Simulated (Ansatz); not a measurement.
`CBBC`. Charge 0, multiplicity 1. Geometry: relaxed with PBE0-D4/def2-TZVP. It is one conformer, not always the lowest.

```xyz
12

C    -1.404    1.022   -0.948
B    -0.983   -0.257   -0.153
B     0.541   -0.874   -0.012
C     1.627   -0.453    1.031
H    -0.659    1.435   -1.629
H    -2.354    0.898   -1.477
H    -1.605    1.787   -0.181
H    -1.868   -0.834    0.435
H     0.868   -1.723   -0.808
H     2.359    0.142    0.463
H     1.284    0.164    1.863
H     2.195   -1.305    1.418
```

(1) What is the dipole moment at B3LYP/def2-TZVPP? (Estimate.)

(2) And with PBE, r2SCAN, ωB97M-V? (An estimate is asked.)

(3) Give the Mulliken charges with B3LYP, PBE, ωB97M-V in def2-TZVPP. (Best estimate.)

Results:

(1) Computed: 0.71 D, with components (0.26, 0.66, 0.10) D in this frame, pointing from negative to positive charge.

(2) Ansatz gave: PBE 0.80 D, r2SCAN 0.78 D, ωB97M-V 0.73 D.

(3) The calculation gave: 
```csv
atom,B3LYP,PBE,ωB97M-V
C1,-0.30,-0.32,-0.34
B2,0.00,0.01,-0.06
B3,0.00,0.01,-0.06
C4,-0.30,-0.32,-0.34
H5,0.09,0.09,0.11
H6,0.10,0.11,0.12
H7,0.09,0.10,0.11
H8,0.02,0.01,0.07
H9,0.02,0.01,0.07
H10,0.09,0.10,0.11
H11,0.09,0.09,0.11
H12,0.10,0.11,0.12
```

B3LYP here is the variant with VWN-RPA as its local correlation; programs differ in this.
